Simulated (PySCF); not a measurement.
C₄H₅N₃S.
SMILES: `CSC1=CN=CN=N1`

Theory: TDDFT CAM-B3LYP/def2-SVPD, vertical, gas phase, core orbitals frozen in the response in PySCF. Geometry: GFN2-xTB, one conformer, isolated molecule. Torsions of this conformer, `[CH3:1][S:2][c:3]1[cH:4][n:5][cH:6][n:7][n:8]1`: C1–S2–C3–C4 180°.

Computed states:

```tsv
state	E (eV)	f
S1	3.31	0.0046
S2	4.20	0.0000
S3	4.38	0.040
S4	5.30	0.294
S5	5.53	0.0003
S6	5.69	0.0000
S7	6.11	0.0001
S8	6.46	0.0029
```

Each state is given a Gaussian of 0.3 eV full width at half maximum, with ε(max) = 2.175×10⁸ f / Δν̃ (Δν̃ the width in cm⁻¹). The width is an assumption, not a result. The curve ends short of the highest state used, and states not computed would add to its high-energy end.

Question: Give the broadened spectrum and its maxima.

Answer: 
```tsv
E (eV)	ε (L mol⁻¹ cm⁻¹)
2.86	1
2.99	17
3.12	133
3.25	368
3.38	359
3.51	124
3.64	15
3.77	1
3.91	5
4.04	112
4.17	972
4.30	2998
4.43	3272
4.56	1261
4.69	172
4.82	32
4.95	645
5.08	6183
5.21	20925
5.34	25007
5.47	10569
5.60	1596
5.73	91
5.86	4
```

Maxima: 374 nm (3.31 eV), ε about 410, made up of S1 (100%); 283 nm (4.38 eV), ε about 3600, made up of S3 (100%); 234 nm (5.30 eV), ε about 26000, made up of S4 (100%) (ε in L mol⁻¹ cm⁻¹; maxima over ε = 5, shares over 10%).

Question: Does any computed singlet lie in the visible range?

Answer: No computed singlet lies in the visible range (380 to 750 nm); the lowest, at 374 nm, stands 0.05 eV above its violet end (3.26 eV); a Tamm–Dancoff triplet lies at 472 nm, without intensity as long as spin–orbit coupling is left out.

Question: On this curve, what absorbance would a 10⁻⁵ mol/L sample give at 355 nm over a 1 cm path?

Answer: 355 nm is 3.493 eV, where ε is about 150 L mol⁻¹ cm⁻¹, so A = ε c l ≈ 0.0015 (Beer–Lambert, with the gas-phase spectrum and the assumed width).

Question: Coming from long wavelengths, where does ε first pass 100 L mol⁻¹ cm⁻¹?

Answer: At about 400 nm (3.10 eV), 0.21 eV below S1.
